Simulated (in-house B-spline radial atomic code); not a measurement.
A calculation on Cl7+: its settings, and results tabulated from the run. Computed with a B-spline radial code for spherical atoms: non-relativistic B97-1, spin-polarised, spherical fractional occupations, point nucleus.

Command:
```bash
python run_scf.py task.json out
```
Settings:
```
Z                17
configuration    [He] 2s2 2p6
hamiltonian      nr
method           b97_1
spin_polarised   True
```

Output (hartree, bohr):
```
 radial grid: 39 intervals, B-splines of order 8, outer radius 5.1948 bohr

 iter        energy (Eh)    residual
    1        -438.054464    8.79e-01
    2        -444.482044    2.87e-01
    3        -445.046372    1.00e-01
    4        -445.123075    3.57e-02
    5        -445.133049    1.10e-02
    6        -445.134088    4.60e-05
    7        -445.134088    1.02e-06
    8        -445.134088    6.37e-09

 total energy                      -445.13409
 kinetic                             444.7027
 electron-nucleus                  -1006.3151
 Hartree                             141.3138
 exact exchange                       -5.1371
 exchange-correlation                -19.6983

 orbital      occ     eigenvalue          <r>       <r^2>       <1/r>     <1/r^2>       r_max
 1s up      1.000      -106.6919    0.0913486   0.0112131     16.5583     553.296     0.05991
 1s down    1.000      -106.6919    0.0913486   0.0112131     16.5583     553.296     0.05991
 2s up      1.000       -14.3216     0.440448    0.229596     3.32472     45.5781      0.3617
 2s down    1.000       -14.3216     0.440448    0.229596     3.32472     45.5781      0.3617
 2p up      3.000       -12.0978     0.400336    0.198361     3.23815      14.587      0.3003
 2p down    3.000       -12.0978     0.400336    0.198361     3.23815      14.587      0.3003
```

